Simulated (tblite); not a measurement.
Species: C₆H₁₀N₂Si.
SMILES with atom numbers: `[CH:1]#[C:2][C@:3]([CH3:4])([CH2:5][C:6]#[N:7])[NH:8][SiH3:9]` (hydrogens: H10 on C1; H11, H12, H13 on C4; H14, H15 on C5; H16 on N8; H17, H18, H19 on Si9)

Geometry (GFN2-xTB, Å), atoms numbered from 1 in this order:
```xyz
19
C6H10N2Si angstrom
C     -1.367   -1.834   -1.502
C     -0.901   -1.051   -0.727
C     -0.385   -0.069    0.218
C     -1.139   -0.216    1.548
C     -0.665    1.342   -0.394
C     -0.187    2.379    0.476
N      0.209    3.177    1.194
N      1.028   -0.274    0.433
Si     2.173   -0.735   -0.767
H     -1.762   -2.532   -2.178
H     -0.822    0.558    2.245
H     -0.925   -1.191    1.979
H     -2.212   -0.131    1.392
H     -0.147    1.418   -1.354
H     -1.738    1.471   -0.556
H      1.357    0.290    1.202
H      1.825   -2.078   -1.225
H      2.204    0.161   -1.936
H      3.445   -0.678   -0.055
```

Calculated harmonic vibrations of the isolated species, GFN2-xTB (tblite), most abundant isotopes, no scaling. Errors from tens to a few hundred cm⁻¹ against measured bands are possible. Modes of hydrogen on silicon can be 10 to 20 % off. One conformer, not necessarily the lowest.

Harmonic wavenumbers (cm⁻¹): 27.7, 65.2, 103.4, 123.4, 137.4, 168.2, 209.2, 225.6, 308.1, 334.4, 366.7, 385.2, 436.0, 467.6, 499.1, 546.5, 584.1, 607.5, 666.7, 681.2, 740.9, 757.1, 806.9, 827.6, 863.7, 895.3, 939.2, 1009.1, 1029.9, 1078.0, 1121.5, 1155.1, 1206.4, 1265.2, 1355.9, 1401.4, 1415.6, 1483.0, 1489.4, 2162.7, 2275.2, 2285.4, 2296.3, 2404.8, 2965.4, 2975.5, 3025.1, 3034.7, 3044.5, 3392.8, 3442.3.

A = 1678, B = 1126, C = 831.9 MHz; mass 138.061 u (most abundant isotopes); point group C1, symmetry number 1.

Question: Zero-point energy?

Answer: ½Σν̃ = 30545 cm⁻¹ = 365.39 kJ/mol.

Question: Entropy at 200 K, 1 bar (ideal gas, RRHO, classical rotation)?

Answer: Translation 162.01, rotation 119.30, vibration 102.14: S = 383.5 J/(mol K).

Question: And Cp and H(200 K) − H(0)?

Answer: Cp = 141.80 J/(mol K), of which vibrations give 108.54 (their classical limit is 51 R = 424.0); H(200 K) − H(0) = 17.60 kJ/mol without the zero-point energy, 10.95 from vibrations.

Question: What must be added to the electronic energy to get the Gibbs energy at 200 K and 1 bar?

Answer: ZPE + [H(200 K) − H(0)] − T·S = 365.39 + 17.60 − 76.69 = 306.30 kJ/mol.

Question: How do the functions run with temperature in this model?

Answer: 
```csv
T (K),S (J/(mol K)),Cp (J/(mol K)),H − H(0) (kJ/mol),G − H(0) (kJ/mol),ln q(vib)
50,254.2,60.4,2.25,-10.46,0.88
100,305.2,89.4,6.01,-24.51,2.42
298.15,449.0,188.6,33.87,-100.01,8.91
373.15,494.7,219.3,49.20,-135.42,11.32
500,565.0,261.0,79.79,-202.72,15.26
750,682.4,317.6,152.66,-359.17,22.48
1000,779.3,354.9,237.03,-542.23,28.94
```

q(vib) and H(0) count from the zero-point level.

Question: Which modes carry the vibrational entropy at 200 K?

Answer: 27.7 cm⁻¹: 21.74; 65.2 cm⁻¹: 14.68; 103.4 cm⁻¹: 10.96; 123.4 cm⁻¹: 9.57; 137.4 cm⁻¹: 8.74; 168.2 cm⁻¹: 7.22 J/(mol K); the other 45 give 29.22 together.

Hindered rotation and anharmonicity are outside this model. Other conformers, if any are populated, would add a mixing term that is left out. The structure is chiral; the term R ln 2 for an equal mix with its mirror image is left out.

On one thread of an Intel Xeon at 2.50 GHz, shared host with 64 logical CPUs at a one-minute load of 62, this took 2.6 s. The figure is for the frequency step alone.
